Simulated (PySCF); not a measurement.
CsF, SMILES [F][Cs].

Coordinates come from a B3LYP-D3(BJ)/def2-TZVPD optimisation. The def2 effective core potentials stand for the cores of Cs; spin–orbit coupling is left out.

These are TDA-ωB97X/def2-TZVPD (PySCF 2.14.0) values and carry that method's errors.

Vertical excitations; the highest root listed may be one member of a degenerate set.  State labels are in the subgroup C2v.

| state | symmetry | energy (eV) | λ (nm) | f | main pairs |
|---|---|---|---|---|---|
| S1 | A1 | 5.73 | 216 | 0.022 | HOMO→LUMO 55 %, HOMO→LUMO+3 17 %, HOMO→LUMO+8 12 %, HOMO→LUMO+9 9 % |
| S2 | B1 | 6.00 | 207 | 0.014 | HOMO−2→LUMO, HOMO−2→LUMO+3, HOMO−2→LUMO+8, HOMO−2→LUMO+9 (degenerate set) |
| S3 | B2 | 6.00 | 207 | 0.014 | HOMO−1→LUMO, HOMO−1→LUMO+3, HOMO−1→LUMO+8, HOMO−1→LUMO+9 (degenerate set) |
| S4 | B2 | 6.92 | 179 | 0.000 | HOMO→LUMO+2, HOMO→LUMO+7 (degenerate set) |
| S5 | B1 | 6.92 | 179 | 0.000 | HOMO→LUMO+1, HOMO→LUMO+6 (degenerate set) |
| S6 | A1 | 7.06 | 176 | 0.007 | HOMO→LUMO+3 39 %, HOMO→LUMO 22 %, HOMO→LUMO+9 10 %, HOMO→LUMO+12 9 % |
| S7 | A2 | 7.16 | 173 | 0.000 | HOMO−1→LUMO+1, HOMO−2→LUMO+2, HOMO−1→LUMO+6, HOMO−2→LUMO+7 (degenerate set) |
| S8 | A1 | 7.16 | 173 | 0.000 | HOMO−1→LUMO+2, HOMO−2→LUMO+1, HOMO−1→LUMO+7, HOMO−2→LUMO+6 (degenerate set) |
| S9 | A2 | 7.19 | 172 | 0.000 | HOMO−2→LUMO+2 33 %, HOMO−1→LUMO+1 33 %, HOMO−2→LUMO+7 12 %, HOMO−1→LUMO+6 12 % |
| S10 | A1 | 7.23 | 172 | 0.003 | HOMO−2→LUMO+1 36 %, HOMO−1→LUMO+2 36 %, HOMO−1→LUMO+7 5 %, HOMO−2→LUMO+6 5 % |
| T1 | A1 | 5.68 | 218 | 0 | HOMO→LUMO 57 %, HOMO→LUMO+3 15 %, HOMO→LUMO+8 12 %, HOMO→LUMO+9 9 % |
| T2 | B2 | 5.99 | 207 | 0 | HOMO−1→LUMO, HOMO−1→LUMO+3, HOMO−1→LUMO+9, HOMO−1→LUMO+8 (degenerate set) |
| T3 | B1 | 5.99 | 207 | 0 | HOMO−2→LUMO, HOMO−2→LUMO+3, HOMO−2→LUMO+9, HOMO−2→LUMO+8 (degenerate set) |
| T4 | B2 | 6.88 | 180 | 0 | HOMO→LUMO+2 73 %, HOMO→LUMO+7 16 % |
Triplets are in the Tamm–Dancoff approximation.
